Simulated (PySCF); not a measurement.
Compound: C₄H₁₁ClOSi₂.
SMILES: `C[Si@]1(CCl)CC[SiH2]O1`

The closed-shell ground state was solved at several levels (PySCF, density fitting, gas phase, non-relativistic). The structure is a single PBE0-D3(BJ)/def2-SVP conformer in the gas phase; no vibrational or solvent corrections.

| level | basis functions | HOMO (eV) | LUMO (eV) | gap (eV) | dipole (D) |
| --- | --- | --- | --- | --- | --- |
| HF/pcSseg-1 | 212 | -11.15 | 3.45 | 14.60 | 1.47 |
| PBE0/pcSseg-1 | 212 | -7.92 | 0.18 | 8.10 | 1.25 |

**Question.** What might CAM-B3LYP/def2-SVPD (266 basis functions) give for the same quantities?

**Answer.** HOMO -9.30 eV, LUMO 0.85 eV, gap 10.15 eV, dipole 1.15 D.

**Question.** Over all these levels, which gives the widest orbital gap and which the narrowest?

**Answer.** HF/pcSseg-1 (Hartree–Fock, all exact exchange) has the widest, 14.60 eV, and PBE0/pcSseg-1 (global hybrid, 25 % exact exchange) the narrowest, 8.10 eV. The two share the basis. From the narrowest to the widest the HOMO moves by -3.23 eV and the LUMO by +3.27 eV. The HOMO need not be the same orbital at Hartree–Fock and at DFT levels.

**Question.** How far do the dipole and the HOMO energy spread over the levels?

**Answer.** The dipole runs from 1.15 to 1.47 D (mean 1.29 D) and the HOMO from -11.15 to -7.92 eV.
